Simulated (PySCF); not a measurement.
## Zn: ionisation energy

Zn [Ar] 3d10 4s2 (1S) → Zn⁺ [Ar] 3d10 4s1 (2S), as a difference of total energies. All numbers are calculated (PySCF 2.14, scalar relativity through the core potential, in aug-cc-pwCVDZ-PP with ECP10MDF (6s6p5d3f, 70 functions)). Correlated levels: valence and next inner shell: nothing frozen outside the core potential. The calculations carry no spin-orbit coupling.

```json
{"method": "UHF", "ionisation energy (eV)": "7.792", "error (eV)": "-1.602"}
{"method": "MP2 (valence and next inner shell)", "ionisation energy (eV)": "9.133", "error (eV)": "-0.261"}
{"method": "SCS-MP2 (valence and next inner shell)", "ionisation energy (eV)": "9.124", "error (eV)": "-0.270"}
{"method": "CCSD (valence and next inner shell)", "ionisation energy (eV)": "9.121", "error (eV)": "-0.273"}
{"method": "CCSD(T) (valence and next inner shell)", "ionisation energy (eV)": "9.255", "error (eV)": "-0.139"}
```

Reference: 9.394 eV (measured; NIST Atomic Spectra Database, ionization energies).

Errors of the correlated levels include the incompleteness of this basis.
